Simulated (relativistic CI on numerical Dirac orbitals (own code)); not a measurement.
# Sensitivity of the levels of Os XLVII to α and to the nuclear radius

Computed by Dirac-Coulomb-Breit CI, separate exchange-only KLI orbitals for each configuration, derivatives by finite differences, unscaled Slater integrals, QED left out (own radial code, finite nucleus).

Configuration list (outside the closed core [Ar] 3d10): 4s², 4s4p, 4p², 4s4d, 4s4f, 4d², 4p4d, 4f². Levels of other configurations are missing.

With x = (α/α₀)² − 1 an excitation energy changes as ω = ω₀ + qx; K = 2q/ω₀ is the relative enhancement. Terms are leading LS components, so labels can repeat. The field-shift factor is F = δν/δ⟨r²⟩ for the transition from the lowest level.

Lowest level 4s² ¹S0.

| Level | ω₀ (cm⁻¹) | q (cm⁻¹) | K | F (GHz/fm²) |
| --- | --- | --- | --- | --- |
| 4s4p ³P°0 | 741161 | 137600 | 0.371 | -2540 |
| 4s4p ³P°1 | 803317 | 154300 | 0.384 | -2550 |
| 4s4p ³P°2 | 1669067 | 1.277e+06 | 1.53 | -2730 |
| 4p² ³P0 | 1699496 | 300800 | 0.354 | -5120 |
| 4s4p ¹P°1 | 1821256 | 1.273e+06 | 1.4 | -2740 |
| 4p² ³P1 | 2572835 | 1.429e+06 | 1.11 | -5310 |
| 4p² ¹D2 | 2583350 | 1.426e+06 | 1.1 | -5190 |
| 4s4d ³D1 | 3014119 | 1.336e+06 | 0.886 | -2710 |
| 4s4d ³D2 | 3047382 | 1.361e+06 | 0.893 | -2780 |
| 4s4d ³D3 | 3209598 | 1.537e+06 | 0.958 | -2710 |
| 4s4d ¹D2 | 3269901 | 1.645e+06 | 1.01 | -3080 |
| 4p² ³P2 | 3555278 | 2.443e+06 | 1.37 | -5190 |
| 4p² ¹S0 | 3602313 | 2.56e+06 | 1.42 | -5480 |
| 4p4d ³F°2 | 3792827 | 1.482e+06 | 0.781 | -5290 |
| 4p4d ³D°1 | 3947474 | 1.496e+06 | 0.758 | -5300 |
| 4p4d ³F°3 | 4070020 | 1.701e+06 | 0.836 | -5250 |
| 4p4d ³P°2 | 4072890 | 1.691e+06 | 0.83 | -5290 |
| 4s4f ³F°3 | 4592931 | 1.67e+06 | 0.727 | -3040 |
| 4s4f ³F°2 | 4610949 | 1.555e+06 | 0.674 | -2750 |
| 4s4f ³F°4 | 4648456 | 1.635e+06 | 0.704 | -2800 |
| 4s4f ³F°3 | 4677542 | 1.668e+06 | 0.713 | -2930 |
| 4p4d ³D°2 | 4788033 | 2.604e+06 | 1.09 | -5420 |
| 4p4d ³P°0 | 4815308 | 2.624e+06 | 1.09 | -5480 |

At this charge energies of transitions that change n are usually good to better than 1 %, and those within a shell (Δn = 0) to a few per cent.
